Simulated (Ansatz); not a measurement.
Ansatz (a program for electronic structure) input (HF/6-31G* with LANL2DZ past Ar): The .json file joins the Basis Set Exchange's 6-31G* for atoms up to Ar and LANL2DZ past it.

Ansatz 0.2 input:
```yaml
crystal:
  periodic: [false, false, false]
  atoms:
    - {symbol: Si, position_ang: [0.11191110, -0.08261399, 1.49558102]}
    - {symbol: I, position_ang: [1.13257312, 1.83100648, -0.18284383]}
    - {symbol: I, position_ang: [-1.16213454, -1.80918391, -0.21221530]}
basis:
  gaussian:
    orbitals: 6-31Gs+LANL2DZ.json
hamiltonian:
  xc: {name: HF}
total_charge: -1
magnetization: {spin_polarized: true, initial_magnetization: 1}
phonons: {temperatures: {t_min: 298.15, t_max: 298.15, t_step: 100}}
```

Output:

```
Functional definition: HF
integrals: 0.00 GiB planned
434 factors; integrals over basis functions are off by at most 1.8e-4 eV
mean field: 0.08 GiB planned
mean field evaluation 1: about -8471.2110 eV, gradient 6.9e0 eV
mean field evaluation 2: about -8471.3062 eV, gradient 6.8e0 eV
mean field evaluation 4: about -8471.8838 eV, gradient 9.5e-1 eV
mean field evaluation 8: about -8471.9096 eV, gradient 2.8e-3 eV
mean field -8471.90959690 eV, -311.3369352195 hartree, gradient 1.4e-5 eV, S^2 0.765289; 0 other end points of the search recorded, 0 dependent functions left out
the calculation of the forces begins
reference -8471.90959690 eV, -311.3369352195 hartree; 15, 14 occupied and 20, 21 virtual orbitals, 434 factors
these checks for a lower state are left out or cut short: stability, starts, cluster_reference, orbital_swaps, neighbouring_geometries, increment
integrals: 0.00 GiB planned
434 factors; integrals over basis functions are off by at most 1.8e-4 eV
mean field: 0.08 GiB planned
mean field evaluation 16: about -8471.9096 eV, gradient 4.0e-2 eV
mean field -8471.90958846 eV, -311.3369349095 hartree, gradient 7.2e-6 eV, S^2 0.765277; 0 other end points of the search recorded, 0 dependent functions left out
the calculation of the forces begins
reference -8471.90958846 eV, -311.3369349095 hartree; 15, 14 occupied and 20, 21 virtual orbitals, 434 factors
these checks for a lower state are left out or cut short: stability, starts, cluster_reference, orbital_swaps, neighbouring_geometries, increment
integrals: 0.00 GiB planned
434 factors; integrals over basis functions are off by at most 1.9e-4 eV
mean field: 0.08 GiB planned
mean field -8471.90958739 eV, -311.3369348702 hartree, gradient 7.3e-6 eV, S^2 0.765302; 0 other end points of the search recorded, 0 dependent functions left out
the calculation of the forces begins
reference -8471.90958739 eV, -311.3369348702 hartree; 15, 14 occupied and 20, 21 virtual orbitals, 434 factors
these checks for a lower state are left out or cut short: stability, starts, cluster_reference, orbital_swaps, neighbouring_geometries, increment
integrals: 0.00 GiB planned
434 factors; integrals over basis functions are off by at most 1.8e-4 eV
mean field: 0.08 GiB planned
mean field evaluation 32: about -8471.9096 eV, gradient 2.5e-4 eV
mean field -8471.90959087 eV, -311.3369349980 hartree, gradient 7.1e-6 eV, S^2 0.765283; 0 other end points of the search recorded, 0 dependent functions left out
the calculation of the forces begins
reference -8471.90959087 eV, -311.3369349980 hartree; 15, 14 occupied and 20, 21 virtual orbitals, 434 factors
these checks for a lower state are left out or cut short: stability, starts, cluster_reference, orbital_swaps, neighbouring_geometries, increment
integrals: 0.00 GiB planned
434 factors; integrals over basis functions are off by at most 1.9e-4 eV
mean field: 0.08 GiB planned
mean field -8471.90958746 eV, -311.3369348725 hartree, gradient 7.2e-6 eV, S^2 0.765296; 0 other end points of the search recorded, 0 dependent functions left out
the calculation of the forces begins
reference -8471.90958746 eV, -311.3369348725 hartree; 15, 14 occupied and 20, 21 virtual orbitals, 434 factors
these checks for a lower state are left out or cut short: stability, starts, cluster_reference, orbital_swaps, neighbouring_geometries, increment
integrals: 0.00 GiB planned
434 factors; integrals over basis functions are off by at most 1.9e-4 eV
mean field: 0.08 GiB planned
mean field -8471.90959379 eV, -311.3369351051 hartree, gradient 3.9e-6 eV, S^2 0.765297; 0 other end points of the search recorded, 0 dependent functions left out
the calculation of the forces begins
reference -8471.90959379 eV, -311.3369351051 hartree; 15, 14 occupied and 20, 21 virtual orbitals, 434 factors
these checks for a lower state are left out or cut short: stability, starts, cluster_reference, orbital_swaps, neighbouring_geometries, increment
integrals: 0.00 GiB planned
434 factors; integrals over basis functions are off by at most 1.8e-4 eV
mean field: 0.08 GiB planned
mean field -8471.90959439 eV, -311.3369351273 hartree, gradient 3.9e-6 eV, S^2 0.765282; 0 other end points of the search recorded, 0 dependent functions left out
the calculation of the forces begins
reference -8471.90959439 eV, -311.3369351273 hartree; 15, 14 occupied and 20, 21 virtual orbitals, 434 factors
Total energy: -8471.90959690 eV, -311.3369352195 hartree
Atom 0 at     0.111911    -0.082614     1.495581 Å, force     0.000027    -0.000020     0.000368 eV/Å
Atom 1 at     1.132573     1.831006    -0.182844 Å, force     0.000349     0.000585    -0.000179 eV/Å
Atom 2 at    -1.162135    -1.809184    -0.212215 Å, force    -0.000376    -0.000565    -0.000188 eV/Å
Dipole moment:     0.008482    -0.006262     0.113357 e Å
Vibrations: 60.81 202.59 238.31 cm⁻¹, zero-point energy 0.031101 eV
```

The blocks after the first are displaced geometries, from whose forces the wavenumbers follow.

The dipole moment of an ion depends on the origin.
